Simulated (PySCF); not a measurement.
HClSn, singlet, at a GFN2-xTB geometry (such geometries of metal compounds can be far from the true shape) (core potentials on Sn). Base run: M062X/def2-SVP, TDA in PySCF.

Here is a job for PySCF.
```python
from pyscf import gto, scf, dft, tdscf

mol = gto.M(
    atom='''
Sn   -0.29979143   -0.30707348    0.39347704
H    -1.55158507   -1.01719066   -0.84491993
Cl    0.97300921    0.96299204   -1.10758423
''',
    basis='def2-svp',
    ecp={'Sn': 'def2-svp'},
    verbose=4,
)

mf = dft.RKS(mol)
mf.xc = 'm062x'
mf.kernel()
td = mf.TDA()
td.nstates = 5
td.kernel()
td.analyze(verbose=3)
```

Variants of this job, named by their change:

```tsv
change	first excitation (eV)	oscillator strength of the first	second (eV)	core-seconds (rough)
base	2.66	0.025	5.04	30
functional = b3lyp	2.59	0.015	4.35	10
functional = bhandhlyp	2.78	0.024	5.03	10
basis = def2-SVPD	2.67	0.020	5.05	50
conv_tol = 1e-3	2.66	0.025	5.04	20
functional = pbe	2.46	0.012	4.02	9
nstates = 10	2.66	0.025	5.04	30
functional = pbe0	2.66	0.018	4.59	10
functional = camb3lyp	2.65	0.019	4.76	20
nstates = 15	2.66	0.025	5.04	30
```

An iterative solver can miss low states, so a row lists the states that it found.
